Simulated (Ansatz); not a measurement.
The cluster MoO₂⁻. The state is a doublet with charge -1. Geometry PBE-D4/def2-TZVPD; atoms count from 1.

```xyz
3

Mo    0.5206    0.2527    0.1660
O    -0.8134    0.1315    1.2594
O     0.2928   -0.3842   -1.4254
```

In the def2 sets Mo takes a core potential; there is no spin–orbit coupling. The charge -1 doublet is spin-contaminated (final ⟨S²⟩ up to 1.49, 0.75 for a pure state). The geometry of the doublet was relaxed on an unsound state (⟨S²⟩ 1.30, where a pure state has 0.75). At PBE0-D4/def2-TZVPD a quartet of charge -1 lies 0.43 eV below the doublet, each at its own geometry. The structure comes from a short search, and lower isomers may exist.

**Question.** Estimate the Mulliken populations from the PBE0/def2-TZVPD orbitals of Ansatz.

**Answer.** 
| atom | charge (e) | spin (α − β) | d electrons |
| --- | --- | --- | --- |
| Mo1 | 0.60 | 1.08 | 3.95 |
| O2 | -0.80 | -0.04 | – |
| O3 | -0.80 | -0.04 | – |
Mulliken values and Mayer orders depend strongly on the basis. With diffuse functions, as here, like atoms can get unlike values, and bond orders can come out too low or too high.

**Question.** Where does the spin sit?

**Answer.** Summed by element: Mo 1.08, O -0.08, of 1 unpaired in all. Largest on single atoms: Mo1 1.08, O2 -0.04, O3 -0.04.

**Question.** And the Mayer bond orders between bonded heavy atoms (over 0.3)?

**Answer.** Mo1–O2 1.49 (1.73 Å); Mo1–O3 1.49 (1.73 Å).
